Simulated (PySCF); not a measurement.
Relativity neglected, averaged over atoms made equivalent by symmetry, fast rotation or ring inversion, one conformer, no solvent model. Shielding tensors at PBE0/pcSseg-1 (GIAO); structure optimised with GFN2-xTB; PySCF 2.14.0 with density-fitted response routines.

Scale: $^{1}$H, $^{13}$C against TMS (reference shieldings calculated alike). Shifts are as computed. Against solution values, carbons near 30 ppm lie about +3 ppm off and those near 130 ppm about +5 ppm; carbons on Cl a further +6 ppm. Of 1211 compounds with measured shifts, 218 miss one by over three times the rms of a fit or turn the order of signals round; such compounds aren't used in these exercises. Carbons bonded to Cl come out too deshielded.

Q: Order these molecules by the shift of their most deshielded carbon-bound hydrogen, lowest δ first.
A. C[C@H](F)C(F)(F)C(=O)Cl
B. C=C[SiH]1CCP(C)CC1
C. F/C=C(/F)[C@H]([SiH3])C(Cl)(Cl)Cl
D. C#C[P@@](C)(=N[SiH3])C(F)(F)F

A: D (2.61 ppm, hydrogen on a terminal alkyne carbon), A (5.05 ppm, hydrogen on an sp3 CH bonded to F), B (6.58 ppm, hydrogen on an alkene CH), C (7.57 ppm, hydrogen on an alkene CH).

Q: Order these molecules by the shift of their most deshielded carbon, lowest δ first.
A. C#C[P@@](C)(=N[SiH3])C(F)(F)F
B. C=C[SiH]1CCP(C)CC1
C. N#C[C@@H](F)/C([SiH3])=C/[SiH3]

A: A (131.4 ppm, CF3 carbon), B (142.9 ppm, terminal =CH2 carbon), C (165.5 ppm, fully substituted alkene carbon).

Q: How many $^{13}$C and $^{1}$H signals does each give (equivalence by symmetry and fast rotation, but not about amide C–N or C=N bonds)? `C#C[P@@](C)(=N[SiH3])C(F)(F)F`, `C=C[SiH]1CCP(C)CC1`, `N#C[C@@H](F)/C([SiH3])=C/[SiH3]`, `C[C@H](F)C(F)(F)C(=O)Cl`, `F/C=C(/F)[C@H]([SiH3])C(Cl)(Cl)Cl`

A: C#C[P@@](C)(=N[SiH3])C(F)(F)F: 4 C, 3 H; C=C[SiH]1CCP(C)CC1: 5 C, 9 H; N#C[C@@H](F)/C([SiH3])=C/[SiH3]: 4 C, 4 H; C[C@H](F)C(F)(F)C(=O)Cl: 4 C, 2 H; F/C=C(/F)[C@H]([SiH3])C(Cl)(Cl)Cl: 4 C, 3 H.
